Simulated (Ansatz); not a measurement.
System: sum formula H₃SiO₃, charge 0, multiplicity 2. It need not be the lowest isomer of its formula. SMILES: O[Si](O)O
Structure (B3LYP-D3(BJ)/def2-TZVP (Ansatz, a program for electronic structure) minimum search):
```
Si
O 1 1.6473
H 2 0.9617 1 117.63
O 1 1.6473 2 108.18 3 -59.54
H 4 0.9617 1 117.63 2 -176.52
O 1 1.6473 2 108.18 3 -176.52
H 6 0.9617 1 117.63 2 -59.54
```
Charge 0, spin multiplicity 2.

Atomisation energy built up term by term with Ansatz (kcal/mol; UHF references for open shells; valence terms freeze the core; atomic spin-orbit terms are left out). CBS marks a two-point X^-3 extrapolation of the correlation energy; Hartree-Fock from the larger set (for Q and 5 zeta extrapolated as (X+1)exp(-9√X)).

```csv
term,basis,kcal/mol
Hartree-Fock,"CBS(cc-pV(Q+d)Z,cc-pV(5+d)Z)",(withheld)
CCSD correlation,"CBS(cc-pV(Q+d)Z,cc-pV(5+d)Z)",(withheld)
(T),"CBS(cc-pV(Q+d)Z,cc-pV(5+d)Z)",13.52
core correlation,cc-pwCVTZ,0.97
scalar relativity (X2C),cc-pVTZ-DK against cc-pVTZ,-1.60
sum: De,,(withheld)
```

Problem. Fill in the missing entries.

Solution. 
- Hartree-Fock, kcal/mol: 447.54
- CCSD correlation, kcal/mol: 194.19
- sum: De, kcal/mol: 654.6
